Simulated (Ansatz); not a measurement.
Mulliken charges of B2H4OS, SMILES `BB(O)S` from B3LYP/def2-TZVPP in Ansatz (PBE0-D4/def2-TZVP geometry).

```tsv
atom	x (Å)	y (Å)	z (Å)	charge (e)
B1	0.152	1.097	0.045	-0.238
B2	0.153	-0.575	0.058	0.258
O3	1.087	-1.474	0.467	-0.240
S4	-1.382	-1.317	-0.595	-0.197
H5	0.504	1.718	-0.918	0.060
H6	-0.297	1.733	0.956	0.060
H7	1.888	-1.074	0.809	0.197
H8	-2.013	-0.164	-0.878	0.099
```

Problem. By hand: the dipole of these point charges (1 e Å = 4.8032 D).

Solution. Σ q r = (0.200, 0.183, 0.084) e Å, of length 0.284 e Å = 1.36 D.

Problem. How does the dipole of the full density compare? (An estimate is asked.)

Solution. The calculation gave: (0.262, 0.296, 0.110) e Å, 1.97 D; the point charges give 0.69 times that, at 6° from its direction.

Point charges leave out the atoms' own dipoles, such as those of lone pairs, and Mulliken's split depends on the basis, so the two needn't agree.

B3LYP here is the variant with VWN-RPA as its local correlation; programs differ in this.
